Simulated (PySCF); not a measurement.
C2F5, SMILES FC([C](F)F)(F)F, multiplicity 2. Atoms are numbered in the order given.

```xyz
7

F      1.5009    -0.0020    -1.0899
C      0.8656     0.3543     0.0000
F      1.5009    -0.0020     1.0899
C     -0.6078     0.0200     0.0000
F     -0.8115    -1.2996     0.0000
F     -1.1811     0.5270     1.0818
F     -1.1811     0.5270    -1.0818
```
Charge 0, spin multiplicity 2.

Coordinates come from a PBE0-D3(BJ)/def2-SVP optimisation.

Two levels are set side by side: PBE/pcH-1 (PySCF) and B3LYP/pcH-1 (PySCF). Contact hyperfine couplings, same geometry. Differences are taken from unrounded values.

```tsv
quantity	B3LYP
A(iso) of 19F, atom F1 (MHz)	220.3
A(iso) of 13C, atom C2 (MHz)	406.3
A(iso) of 19F, atom F3 (MHz)	220.3
A(iso) of 13C, atom C4 (MHz)	43.2
A(iso) of 19F, atom F5 (MHz)	119.7
A(iso) of 19F, atom F6 (MHz)	-5.3
A(iso) of 19F, atom F7 (MHz)	-5.3
```

Task: What does PBE give, and how far is it from B3LYP? (The exact figures need the calculation; the answer reports its results.)

Result: 
| quantity | PBE | PBE minus B3LYP |
|---|---|---|
| A(iso) of 19F, atom F1 (MHz) | 179.7 | -40.6 |
| A(iso) of 13C, atom C2 (MHz) | 371.0 | -35.3 |
| A(iso) of 19F, atom F3 (MHz) | 179.7 | -40.6 |
| A(iso) of 13C, atom C4 (MHz) | 45.3 | 2.2 |
| A(iso) of 19F, atom F5 (MHz) | 118.6 | -1.1 |
| A(iso) of 19F, atom F6 (MHz) | -3.8 | 1.6 |
| A(iso) of 19F, atom F7 (MHz) | -3.8 | 1.6 |

Rough cost on one machine, each run with all the roots and properties that it gave: B3LYP against PBE within a factor of 2.
